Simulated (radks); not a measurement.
All-electron atom: the rhodium ion Rh2+ in [Kr] 4d7. All-electron calculation, Dirac Kohn-Sham, LDA (Slater exchange, Perdew-Wang correlation), spin-unpolarised, spherical densities, finite nucleus; open shells fill j = l - 1/2 first; Fermi nuclear charge, rms radius 4.4945 fm. Program: a radial shooting solver on a logarithmic mesh with Libxc functionals.

Normalised radial functions P(r) = r R(r) (large component), r in bohr:

```
   r/bohr * 4s1/2, o 4d5/2 (the largest magnitude, 1.13, reaches the edge; | marks zero, & curves that meet)
 0.002848                             o *
 0.004249                             o  *
 0.006339                             o   *
 0.009457                             o    *
  0.01422                             o     *
  0.02122                             o     *
  0.03165                             o  *
  0.04722                           * |o
  0.07044                     *       | o
   0.1051                   *         |    o
   0.1568                           * |       o
   0.2357                             |         o *
   0.3517                             |      o     *
   0.5247                     *   o   |
   0.7827  *          o               |
    1.168      * o                    |
    1.742             o       *       |
    2.599                     o      *|
    3.908                           o *
```

4s1/2: eigenvalue -103.40 eV, 3 radial nodes at r = 0.0412, 0.165, 0.466 bohr, <r> = 0.977 bohr, 90 % of the charge inside 1.42 bohr. 4d5/2: eigenvalue -25.752 eV, 1 radial node at r = 0.465 bohr, <r> = 1.45 bohr, 90 % of the charge inside 2.30 bohr.
